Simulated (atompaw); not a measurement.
**An all-electron radial function and its pseudo partner (vanadium (V))**

Columns: radius, all-electron u(r) and pseudo u(r) of the 4p shell (level -21.82 eV) of vanadium in the configuration [Ar] 3d2 4s0 4p0; PBE, scalar-relativistic, PAW (atompaw) scheme, atompaw 4.2.0.5.

```tsv
r (bohr)	all-electron	pseudo
0.115	0.1838	0.0047
0.231	0.1615	0.0190
0.346	-0.0146	0.0420
0.462	-0.1924	0.0735
0.577	-0.3061	0.1118
0.692	-0.3476	0.1561
0.808	-0.3275	0.2053
0.923	-0.2635	0.2572
1.038	-0.1720	0.3107
1.154	-0.0654	0.3648
1.269	0.0449	0.4172
1.385	0.1539	0.4674
1.500	0.2552	0.5136
1.615	0.3469	0.5552
1.731	0.4284	0.5921
1.846	0.4973	0.6229
1.962	0.5548	0.6481
2.077	0.6002	0.6673
2.192	0.6346	0.6807
2.308	0.6590	0.6887
2.423	0.6738	0.6915
2.538	0.6802	0.6896
2.654	0.6792	0.6833
2.769	0.6717	0.6730
2.885	0.6587	0.6589
3.000	0.6414	0.6414
```

**Question.** How many radial nodes do the two functions have?

**Answer.** The all-electron 4p function has n − l − 1 = 2; the pseudo-wave has 0, since the states of the same l below it are removed with the core.

**Question.** Is the pseudo-wave norm-conserving?

**Answer.** No, it belongs to a PAW set: the norm inside the radius is not constrained, and the difference is carried by the augmentation charge.
